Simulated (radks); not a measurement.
Problem. The mean radii <r> (bohr) of the occupied orbitals of an atom or ion are listed with their occupations. Calculated with a radial shooting solver on a logarithmic mesh with Libxc functionals: scalar-relativistic Kohn-Sham, r2SCAN, spin-polarised, spherical densities, finite nucleus; meta-GGA in the generalised Kohn-Sham scheme; Fermi nuclear charge, rms radius of each element as measured or else 0.836 A^(1/3) + 0.57 fm.

| orbital | occ. | <r> |
|---|---|---|
| 1s up | 1 | 0.05613 |
| 1s down | 1 | 0.05609 |
| 2s up | 1 | 0.2470 |
| 2s down | 1 | 0.2476 |
| 2p up | 3 | 0.2158 |
| 2p down | 2 | 0.2165 |

Name the element and its charge. Open shells, if any, are filled with parallel spins first.

Solution. Z = 27, cobalt, charge +18: Co18+ in [He] 2s2 2p5. The 1s radius gives Z: for a bare nucleus <r> = (2 gamma + 1)/(2Z) with gamma = sqrt(1 - (Z/c)^2), 0.05483 bohr for Z = 27, and screening makes it slightly larger (0.05613 here). The occupations add up to 9, and the charge is Z minus that.
